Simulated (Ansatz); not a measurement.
An input meant for the cluster Cu₂Te₂ (charge 0, singlet).

```yaml
crystal:
  periodic: [false, false, false]
  atoms:
    - {symbol: Cu, position_ang: [0.696253, 0.486886, 1.044057]}
    - {symbol: Cu, position_ang: [0.031795, -0.186053, -1.332770]}
    - {symbol: Te, position_ang: [-1.177049, 1.568262, -0.114972]}
    - {symbol: Te, position_ang: [0.449001, -1.869104, 0.403684]}
basis:
  gaussian: {orbitals: def2-mTZVP, final_grid: {core_spheres: 8, valence_spheres: 7, degree: 23}}
magnetization: {spin_polarized: true, initial_magnetization: 4}
hamiltonian: {xc: {name: B3LYP}, dispersion: d3bj}
output: {forces: true}
```

```sh
$ ansatz run in.yaml --threads 4 --pin off --events-out ev --progress --plain --max-ram 4787MiB
```

It prints (some lines left out):

```
Functional definition: B3LYP
1566 factors; integrals over basis functions are off by at most 4.7e-4 eV
mean field evaluation 1: about -103869.3889 eV, gradient 5.1e1 eV
mean field evaluation 2: about -103529.9449 eV, gradient 3.9e2 eV
mean field evaluation 4: about -103875.0433 eV, gradient 9.2e0 eV
mean field evaluation 8: about -103875.2363 eV, gradient 4.1e-1 eV
mean field evaluation 16: about -103875.4047 eV, gradient 2.3e-2 eV
mean field evaluation 32: about -103875.5961 eV, gradient 2.1e-5 eV
mean field evaluation 64: about -103875.5756 eV, gradient 2.1e0 eV
mean field -103875.59610349 eV, -3817.3577473952 hartree, gradient 3.8e-6 eV, S^2 6.009053; 10 other end points of the search recorded, 0 dependent functions left out
reference -103875.59629623 eV, -3817.3577544784 hartree; 55, 51 occupied and 83, 87 virtual orbitals, 1566 factors
Total energy: -103876.09149633 eV, -3817.3759527463 hartree
Atom 0 at     0.696253     0.486886     1.044057 Å, force     0.877526     0.602313     1.240087 eV/Å
Atom 1 at     0.031795    -0.186053    -1.332770 Å, force     0.078267    -0.207315    -1.619155 eV/Å
Atom 2 at    -1.177049     1.568262    -0.114972 Å, force    -1.086442     1.088986    -0.004546 eV/Å
Atom 3 at     0.449001    -1.869104     0.403684 Å, force     0.130649    -1.483985     0.383613 eV/Å
Dipole moment:    -0.066065    -0.027294     0.026229 e Å
```

Question: Something in this input is off. What?

Answer: The spin is set far too high (4 unpaired electrons typed, 0 in the singlet as meant). Self-consistency was reached. The result belongs to that input, not to the species as meant.
